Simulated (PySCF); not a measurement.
MoO3, SMILES [O]=[Mo](=[O])=[O], multiplicity 1.

Geometry optimised at B3LYP-D3(BJ)/def2-TZVP. The multiplicity is an assumed one; other spin states were not compared. The isomer is the one that the SMILES or the coordinates give; other isomers of the formula were not compared. The def2 effective core potentials stand for the cores of Mo; spin–orbit coupling is left out.

Method: B3LYP-D3(BJ)/def2-TZVP (PySCF).

Frequencies are harmonic and unscaled.

Modes within 1.5 cm⁻¹ of each other (mostly degenerate sets) share a row, with their intensities summed.

Computed vibrational spectrum:
| mode | ν (cm⁻¹) | IR (km/mol) | moving atoms (share of kinetic energy) |
|---|---|---|---|
| 1 | 251 | 48.0 | O 72 %, Mo 28 % |
| 2–3 | 339 | 2.5 | O 91 %, Mo 9 % |
| 4–5 | 975 | 465.1 | O 80 %, Mo 20 % |
| 6 | 1014 | 4.4 | O 95 % |
